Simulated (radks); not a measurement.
The technetium anion Tc- inside a hard spherical wall (all orbitals vanish at R), configuration held at [Kr] 4d6 5s2 and not refilled when levels cross. Calculated with a radial shooting solver on a logarithmic mesh with Libxc functionals: scalar-relativistic Kohn-Sham, LDA (Slater exchange, Perdew-Wang correlation), spin-polarised, spherical densities, finite nucleus; open shells are filled with parallel spins first (spin-orbit coupling, left out, can overturn this in heavy ions); Fermi nuclear charge, rms radius 4.4112 fm. Eigenvalues in eV for spin up, with the zero of energy where the potential of the charges vanishes at infinity; a dash marks a level that is unbound or too diffuse for the functional's potential to be trusted. A positive occupied level is held by the wall or, in an anion where self-interaction has pushed it up, behind a barrier. The pressure on the wall is -dE/dV.

R (bohr)  E (hartree)  kinetic (hartree)    e(4s)    e(4p)   e(4d)   e(5s)  e(5p, empty)  e(6s, empty)  pressure (GPa)
15        -4281.36950           4419.398  -65.664  -37.855   0.049   0.205         2.582         2.982         0.00291
12        -4281.36760           4419.407  -65.461  -37.651   0.247   0.365         3.001         4.167          0.0207
7         -4281.31516           4419.630  -63.595  -35.789   1.995   1.990         5.767        12.987            2.00
4         -4280.49070           4422.565  -53.882  -26.382  10.824  13.797        21.726        58.226             148
3.5       -4279.75558           4425.039  -48.895  -21.632  15.714  22.081        32.173        84.692             396
3         -4278.16231           4430.379  -41.016  -14.059  24.100  38.122        51.592        130.65            1230
2.5       -4274.22908           4443.444  -27.295   -0.318  40.278  72.740        91.326        217.95            4660
2         -4262.76269           4479.378    1.001   29.851  76.559  157.26        182.93        405.12           22900
